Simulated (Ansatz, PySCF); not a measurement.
Species: C₂HCl₄ (charge 0, doublet). It need not be the lowest isomer of its formula. 
Geometry from a B3LYP-D3(BJ)/def2-TZVP (Ansatz, an electronic-structure program) optimisation:
```xyz
7

C     -1.1629    -0.1605    -0.4898
C      0.2786    -0.1400    -0.1963
Cl     0.9153     1.5661    -0.2079
Cl     1.1190    -1.0700    -1.4702
Cl     0.6480    -0.8527     1.4086
Cl    -2.2812     0.4869     0.5986
H     -1.5124    -0.4120    -1.4775
```
Charge 0, spin multiplicity 2.

Dipole moments at this geometry, in debye (magnitudes).

```tsv
level	program	dipole (D)
HF/def2-TZVPD	PySCF	1.36
SVWN5/def2-TZVPD	Ansatz	1.40
PBE/def2-TZVPD	Ansatz	1.37
BLYP/def2-TZVPD	Ansatz	1.37
r2SCAN/def2-TZVPD	Ansatz	1.38
CAM-B3LYP/def2-TZVPD	PySCF	1.35
LC-wPBE/def2-TZVPD	Ansatz	1.34
wB97M-V/def2-TZVPD	Ansatz	1.34
wB97X-V/def2-TZVPD	Ansatz	1.36
```
